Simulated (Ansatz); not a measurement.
Reaction (substitution at a C–C bond): `CC(C)BS` + HBr → `CC(Br)BS` + CH₄

Computed with Ansatz on PBE0-D4/def2-TZVP structures; ΔE is electronic, products minus reactants. CCSD(T)/CBS adds triple-zeta CCSD(T) − MP2 to the extrapolated MP2 energy (def2 sets, frozen cores). This one scheme is used for every species. DFT in def2-TZVPP. B3LYP here is the variant with VWN-RPA as its local correlation; programs differ in this. For Br outer-core shells are correlated without core-valence functions, which leaves a few kJ/mol of doubt a bond. Scalar relativity is left out up to krypton. Each species was taken in one conformer, which may not be the lowest.

`CC(C)BS`:

Cartesian coordinates in Å:
```
C -1.236 -0.429 0.815
C -0.123 0.255 0.018
C 1.106 0.484 0.904
B 0.287 -0.629 -1.210
S 0.274 -0.112 -2.909
H -0.912 -1.409 1.176
H -1.511 0.172 1.687
H -2.137 -0.577 0.215
H -0.489 1.233 -0.317
H 1.511 -0.466 1.264
H 1.905 1.005 0.370
H 0.842 1.085 1.779
H 0.663 -1.755 -1.052
H -0.180 1.144 -2.739
```

HBr:

Z-matrix (Å, degrees):
```
Br
H 1 1.420
```

`CC(Br)BS`:

```xyz
11

C    -0.622   -0.354    1.071
C    -0.112   -0.672   -0.310
Br   -1.567   -0.479   -1.644
B     0.927    0.258   -1.030
S     1.353    1.913   -0.542
H    -1.404   -1.049    1.379
H    -1.031    0.656    1.131
H     0.205   -0.434    1.784
H     0.166   -1.722   -0.398
H     1.510   -0.144   -1.989
H     0.575    2.028    0.548
```

CH₄:

```xyz
5

C     0.000    0.000    0.000
H    -0.563    0.909    0.212
H     0.428   -0.386    0.925
H     0.800    0.225   -0.705
H    -0.665   -0.747   -0.432
```

```
             level  ΔE (kcal/mol)  difference from CCSD(T)/CBS
            PBE-D4           -3.6                         -1.2
           PBE0-D4           -2.3                          0.1
          B3LYP-D4           -3.4                         -1.0
           ωB97M-V           -1.9                          0.5
            r2SCAN           -3.2                         -0.8
    MP2/def2-TZVPP           -3.0                         -0.6
CCSD(T)/def2-TZVPP           -2.0                          0.4
    MP2/def2-QZVPP           -3.2                         -0.8
SCS-MP2/def2-QZVPP           -2.6                         -0.2
    CCSD/CBS(def2)           -1.6                          0.8
       CCSD(T)/CBS           -2.4                            0
```

Largest T1 diagnostic among the species: 0.012.

From PBE to PBE0 (25 % exact exchange), in def2-TZVPP and without D4, ΔE moves by +1.2 kcal/mol. The D4 term adds −0.9 kcal/mol with B3LYP and −0.4 kcal/mol with PBE0; it sums over pairs of atoms, weighted by their polarisabilities, and B3LYP, whose exchange is more repulsive, gets the larger term. In def2-TZVPP, CCSD(T) changes the Hartree–Fock value by −1.7 kcal/mol (the triples alone add −0.8 kcal/mol) and MP2 by −2.7 kcal/mol.
